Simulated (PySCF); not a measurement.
Computed with PySCF 2.14.0 with PBE-D3(BJ)/def2-TZVPD // CAM-B3LYP-D3(BJ)/def2-TZVPD. Isolated molecules, 0 K electronic values unless said otherwise. 

Reference species (SMILES): `[SiH2]([O-])F` (charge -1, multiplicity 1).

HOMO: -0.18 eV

Changed species: `[O-][SiH2][SiH3]` (X = silyl, proton removed; the reference has X = fluoro, proton removed).

Task: Predict the effect on the HOMO.

Result: the HOMO falls by 0.21 eV, to -0.39 eV.
